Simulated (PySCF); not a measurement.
The free ion Tc6+ in its d1 configuration.

Method (PySCF 2.14, density fitting): CASSCF(1,5) with orbitals averaged over all microstates of the shell, strongly contracted NEVPT2 on the averaged canonical orbitals; basis x2c-TZVPall; spin-free X2C; gas phase; spin-orbit coupling by state interaction with the mean-field operator over all roots.

Q: What is the ground state?

A: 2D (S = 1/2, orbital degeneracy 5), by NEVPT2.

Q: What are the magnetic parameters?

A: The lowest spin-orbit level is 4-fold with J = 3/2; the next lies at 3276.2 cm⁻¹. μeff is 1.57 μB at 300 K and 1.55 μB at 10 K; the free-ion value g_J√(J(J+1)) for the Hund's-rule level J = 3/2 is 1.55 μB.

The job took 2.4 s on one thread of Arm Neoverse V1 (shared host), with 63 basis functions, launched as `OMP_NUM_THREADS=1 python lf_run.py task.json out`.
